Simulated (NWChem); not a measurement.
A series in which one site is exchanged, each optimised at PBE0/def2-SVP with NWChem, gas phase unless a solvent is named. All stand in one matching conformer (torsions within 35°), which need not be the lowest. This build's default masses of Se (78.918 u) and Br (79.917 u) are each other's, which moves their modes by up to 0.6 %. Some are not confirmed as minima by frequencies. def2 effective core potentials on Cd, Te; no spin-orbit coupling.

A: [OH][Cd][NH2] (CdNH$_{3}$O; site = Cd)
B: [NH2][Mg][OH] (MgNH₃O; site = Mg)
C: N[Se]O (NH$_{3}$SeO; site = Se)
D: N[Te]O (NH3TeO; site = Te)

| quantity | A | B | C | D |
|---|---|---|---|---|
| dipole (D), PBE0/def2-SVP | (withheld) | 0.43 | 2.13 | 1.75 |
| orbital gap (eV), PBE0/def2-SVP | (withheld) | 5.34 | 6.36 | 5.17 |
| vertical ionisation energy, ΔSCF, PBE0/def2-SVP (eV) | (withheld) | 8.65 | 8.89 | 8.38 |
| static polarisability, PBE0/def2-SVPD (bohr³) | (withheld) | 36.1 | 43.2 | 55.1 |
| lowest singlet excitation, PBE0/def2-SVPD, TDA (eV) | (withheld) | 4.13 | 4.43 | 3.51 |

Task: Complete the blanks.

Result: 
- dipole (D), PBE0/def2-SVP, A: 2.78
- orbital gap (eV), PBE0/def2-SVP, A: 5.97
- vertical ionisation energy, ΔSCF, PBE0/def2-SVP (eV), A: 9.07
- static polarisability, PBE0/def2-SVPD (bohr³), A: 44.2
- lowest singlet excitation, PBE0/def2-SVPD, TDA (eV), A: 4.94
